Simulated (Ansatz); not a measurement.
`C=C=C(O)CO` and `C=C=C(O)[SiH2]S` differ in one atom or group.

Ansatz, PBE0-D4/def2-TZVP geometries, multiplicity 1. Each molecule was computed in one conformer, which needn't be the lowest.

```tsv
property	`C=C=C(O)CO`
LUMO energy (B3LYP/def2-TZVPP) / eV	-0.58
HOMO–LUMO gap (PBE/def2-TZVPP) / eV	4.19
LUMO energy (PBE/def2-TZVPP) / eV	-1.31
LUMO energy (PBE0/def2-TZVPP) / eV	-0.32
HOMO–LUMO gap (PBE0/def2-TZVPP) / eV	6.42
LUMO energy (ωB97M-V/def2-TZVPP) / eV	1.67
```

(1) What does the change do to each property? (Estimate.)

Results:

(1) Computed: 
```
                             property  `C=C=C(O)[SiH2]S`  shift
  LUMO energy (B3LYP/def2-TZVPP) / eV              -0.89  -0.31
  HOMO–LUMO gap (PBE/def2-TZVPP) / eV               4.08  -0.11
    LUMO energy (PBE/def2-TZVPP) / eV              -1.62  -0.31
   LUMO energy (PBE0/def2-TZVPP) / eV              -0.66  -0.34
 HOMO–LUMO gap (PBE0/def2-TZVPP) / eV               6.26  -0.16
LUMO energy (ωB97M-V/def2-TZVPP) / eV               1.33  -0.34
```

With PBE0 the HOMO falls by 0.19 eV and the LUMO falls by 0.34 eV, so the gap narrows by about 0.15 eV. PBE moves the HOMO by -0.20 eV and ωB97M-V by -0.15 eV.

B3LYP here is the variant with VWN-RPA as its local correlation; programs differ in this.
